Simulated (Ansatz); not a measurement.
Basis-set extrapolation for `N=CNBCl` (PBE0-D4/def2-TZVP geometry, frozen core, Ansatz 0.2.0). Multiplicity 1, RHF reference.

```json
{"": "HF", "def2-TZVPP": "-633.428444", "def2-QZVPP": "-633.449235"}
{"": "MP2 correlation", "def2-TZVPP": "-0.853796", "def2-QZVPP": "-0.918698"}
{"": "CCSD(T) correlation", "def2-TZVPP": "-0.930302", "def2-QZVPP": "not run"}
```

Energies in hartree. Use E(X) = E(∞) + A·exp(−7.88·√X) for Hartree–Fock and E(X) = E(∞) + B·X^(−2.97) for correlation, with X = 3 and 4, and add CCSD(T) minus MP2 of the smaller set to the MP2 limit.

**Question.** What is the CCSD(T) energy at the basis-set limit?

**Answer.** HF limit: -633.449235 + (-0.020791) × 0.13774 = -633.45210. MP2 limit: -0.918698 + (-0.064902) × 0.74074 = -0.96677. Higher-order term: -0.930302 − (-0.853796) = -0.07651. Total: -634.49538 hartree, 358.7 kJ/mol below CCSD(T)/def2-TZVPP.
